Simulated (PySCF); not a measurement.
Gas-phase reaction: 3 InH + 3 HBr + 2 C₃H₃ (propargyl) → 3 InBr + 3 C₂H₄

Energies from PySCF (xtb for GFN2), thermal terms from the rigid-rotor harmonic-oscillator model, ideal gas at 1 bar. † marks an energy on the PBE0/def2-TZVP geometry and frequencies; other levels use their own. MP2 freezes the core. Open shells (unrestricted): C₃H₃ (propargyl) (multiplicity 2); the rest are closed-shell singlets. GFN2 has no spin-polarisation term. In: scalar-relativistic def2 core potential, no spin-orbit coupling. Br: all electrons, no relativistic terms. InH: computed as isolated molecules; such fragments, hydroxides, amides, oligomers or adducts are transient or little studied in the gas. MP2 isn't extrapolated to the basis-set limit; its ΔH°(298 K) is -1213.6 kJ in def2-SVP and -1244.8 kJ in def2-TZVPP. The harmonic model lacks anharmonicity and excited electronic states, which grow with temperature; levels with a mode under 35 cm⁻¹ are left out. Warning, spin contamination: C₃H₃ (propargyl) (HF/def2-TZVP†, MP2/def2-SVP†).

| level | ΔE electronic, kJ | ΔH°(298 K), kJ | ΔS°(298 K), J/K | ΔG°(1800 K), kJ |
|---|---|---|---|---|
| BLYP/def2-TZVP† | -1190 | -1091 | -290 | -503 |
| GFN2-xTB | -1301 | -1195 | -298 | -586 |
| HF/def2-TZVP† | -1142 | -1043 | -290 | -455 |
| MP2/def2-SVP† | -1313 | -1214 | -290 | -626 |
| PBE/def2-SVP | -1217 | -1122 | -291 | -536 |
| r2SCAN/def2-TZVP† | -1226 | -1126 | -290 | -539 |
| LDA/def2-TZVP† | -1281 | -1182 | -290 | -594 |
ΔH° is lowest at MP2/def2-SVP† and highest at HF/def2-TZVP†. No reference value is set beside these.
